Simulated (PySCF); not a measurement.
Compound: B₂Cl₂H₃ (charge -1).
Numbering: `[BH3-:1][B:2]([Cl:3])[Cl:4]` (hydrogens: H5, H6, H7 on B1)

The calculation used PBE0-D3(BJ)/def2-SVP geometry optimisation, gas phase in PySCF.

(1) What internal coordinates does the optimisation give?

## Answers

(1) 
```json
{"bond": "B1–B2", "length (bohr)": "3.164", "order": "single"}
{"bond": "B2–Cl3, B2–Cl4", "length (bohr)": "3.442", "order": "single"}
{"bond": "B1–H5, B1–H7", "length (bohr)": "2.346", "order": "single"}
{"bond": "B1–H6", "length (bohr)": "2.358", "order": "single"}
```

Bonds in one row agree within 0.02 bohr and their mean is given. Orders are formal, as drawn. A selection of angles:
```json
{"angle": "B2–B1–H5", "degrees": "113.9"}
{"angle": "B2–B1–H6", "degrees": "105.7"}
{"angle": "B2–B1–H7", "degrees": "107.9"}
{"angle": "H5–B1–H6", "degrees": "110.9"}
{"angle": "H6–B1–H7", "degrees": "106.3"}
{"angle": "B1–B2–Cl3", "degrees": "127.0"}
{"angle": "B1–B2–Cl4", "degrees": "123.7"}
{"angle": "Cl3–B2–Cl4", "degrees": "109.3"}
```

B1 (four-coordinate boron) is distorted tetrahedral (angles from 105.7° to 113.9°). B2 (three-coordinate boron) is planar (angles 127.0°, 123.7° and 109.3°, sum 360.0°, 0.01 Å off the plane of its three neighbours). The 4 heavy atoms lie in one plane (0.004 Å rms).

Point group: near Cs, missed by 0.11 Å at most; the miss may be what the optimiser left on a soft mode. Not checked by PBE0-D3(BJ)/def2-SVP frequencies. The geometry's basis has no diffuse functions, a weakness for an anion.
